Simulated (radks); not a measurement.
Results of a calculation; reference values are marked as such.
Problem. These are the eigenvalues of the occupied orbitals of an atom or ion with whole-number occupations (hartree). Code: a radial shooting solver on a logarithmic mesh with Libxc functionals. Model: non-relativistic Kohn-Sham, MS2 meta-GGA, spin-polarised, spherical densities, point nucleus; meta-GGA in the generalised Kohn-Sham scheme.

1s up: -107.7760
1s down: -107.6744
2s up: -15.24799
2s down: -15.04937
2p up: -13.07402
2p down: -12.84072
3p up: -4.25858

Which element is it, and in what charge state? The configuration may be excited. Open shells, if any, are filled with parallel spins first.

Solution. Z = 17, chlorine, charge +7: Cl7+ in [He] 2s2 2p5 3p1. The list shows which subshells hold electrons but not how many an open one holds; the 1s level, -107.78 hartree, gives Z - s = 14.7 by -(Z - s)^2/2, which with screening narrows Z to a few neighbours, and the depths of the outer levels then fix element, charge and occupations together.
